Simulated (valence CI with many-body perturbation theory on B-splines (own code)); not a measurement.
**From CI to CI+MBPT in Nd27+**

Calculated by relativistic CI+MBPT: five valence electrons over a frozen Dirac-Fock core [Ar] 3d10, a basis of 9 s, 9 p, 8 d, 6 f, 3 g, 1 h functions for each j, with the one-electron correlation potential Σ1 (screened to all orders), the two-electron term Σ2, the three-electron term Σ3, Breit, model QED; selected single and double excitations, second order for the rest (own B-spline code, finite nucleus).

No measured spectrum was set against this ion. As an estimate, large intervals hold to a few tenths of a per cent, small ones and those within an open d or f shell to about a per cent. Among the levels kept, up to 270 cm⁻¹ of a level comes from second order outside the variational space, and about a tenth of that is noise between levels of different J, which matters for small intervals.

Each rung adds one term. CI alone is the Dirac-Coulomb CI over the frozen core; QED comes last and gives the full result, which names the levels. Energies are above (4s^2 4p1/2^2 4p3/2) J=3/2 on the same rung, in cm⁻¹.

Levels are named by their leading jj configuration (3d3/2^4 stands for four electrons in 3d with j = 3/2), which in mixed levels can hold well under half, so a name can repeat and another be missing. Letters in brackets count levels of one name in rising energy.

```
                             Level  CI alone
        (4s^2 4p1/2 4p3/2^2) J=3/2    209820
        (4s^2 4p1/2 4p3/2^2) J=5/2    241888
        (4s^2 4p1/2 4p3/2^2) J=1/2    282320
              (4s^2 4p3/2^3) J=3/2    496453
        (4s 4p1/2^2 4p3/2^2) J=5/2    717948
        (4s 4p1/2^2 4p3/2^2) J=3/2    793084
        (4s 4p1/2^2 4p3/2^2) J=1/2    810122
        (4s^2 4p1/2^2 4d3/2) J=3/2    876744
        (4s^2 4p1/2^2 4d5/2) J=5/2    940818
      (4s 4p1/2 4p3/2^3) J=3/2 [a]    957233
          (4s 4p1/2 4p3/2^3) J=5/2    995724
(4s^2 4p1/2 4p3/2 4d3/2) J=1/2 [a]   1032120
(4s^2 4p1/2 4p3/2 4d3/2) J=3/2 [a]   1033980
(4s^2 4p1/2 4p3/2 4d3/2) J=5/2 [a]   1062820
    (4s^2 4p1/2 4p3/2 4d3/2) J=7/2   1087260
(4s^2 4p1/2 4p3/2 4d3/2) J=1/2 [b]   1092330
```

Task: What do these energies become with core correlation, Breit and QED?

Result: (4s^2 4p1/2 4p3/2^2) J=3/2 209675 (-144); (4s^2 4p1/2 4p3/2^2) J=5/2 240967 (-921); (4s^2 4p1/2 4p3/2^2) J=1/2 280777 (-1543); (4s^2 4p3/2^3) J=3/2 494750 (-1703); (4s 4p1/2^2 4p3/2^2) J=5/2 717311 (-637); (4s 4p1/2^2 4p3/2^2) J=3/2 790494 (-2590); (4s 4p1/2^2 4p3/2^2) J=1/2 807158 (-2964); (4s^2 4p1/2^2 4d3/2) J=3/2 872297 (-4447); (4s^2 4p1/2^2 4d5/2) J=5/2 934940 (-5879); (4s 4p1/2 4p3/2^3) J=3/2 [a] 955292 (-1940); (4s 4p1/2 4p3/2^3) J=5/2 993162 (-2562); (4s^2 4p1/2 4p3/2 4d3/2) J=1/2 [a] 1028190 (-3933); (4s^2 4p1/2 4p3/2 4d3/2) J=3/2 [a] 1030460 (-3518); (4s^2 4p1/2 4p3/2 4d3/2) J=5/2 [a] 1059050 (-3773); (4s^2 4p1/2 4p3/2 4d3/2) J=7/2 1083010 (-4255); (4s^2 4p1/2 4p3/2 4d3/2) J=1/2 [b] 1086530 (-5806).

Task: How does the ionisation energy move along the ladder, and which term matters most?

Result: CI alone 979.50, + Σ1 980.87, + Σ2 980.97, + Σ3 980.73, + Breit 980.19, + QED 980.17 eV. The largest step is Σ1, 1.37 eV. NIST lists 978 ± 4 eV (theoretical).
